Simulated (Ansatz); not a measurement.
Results of the Gaussian-basis code of Ansatz.

A structure relaxed at PBE0-D4/def2-TZVP, charge 0, multiplicity 1:

```
atom    x (Å)    y (Å)    z (Å)
 Si1  -1.0801  -0.5329  -1.2340
  O2   0.4630  -0.1123  -0.8711
 Ge3   1.1869   0.7331   0.5065
  S4  -0.0230   0.4003   2.3319
  H5  -1.5411  -1.6670  -0.3897
  H6  -2.0116   0.6115  -1.0381
  H7  -1.1005  -0.9458  -2.6594
  H8   2.5959   0.1499   0.6466
  H9   1.1469   2.2419   0.2370
 H10   0.3636  -0.8788   2.4702
```

Question: Give its formula and SMILES.

Answer: GeH6OSSi, `[SiH3][O][GeH2][SH]`.

Question: Summarise the bond lengths by kind.

Answer: 1 × O–Si 1.640 Å; 3 × H–Si 1.484 to 1.489 Å; 1 × Ge–O 1.771 Å; 1 × Ge–S 2.215 Å; 2 × Ge–H 1.531 to 1.533 Å; 1 × H–S 1.343 Å.
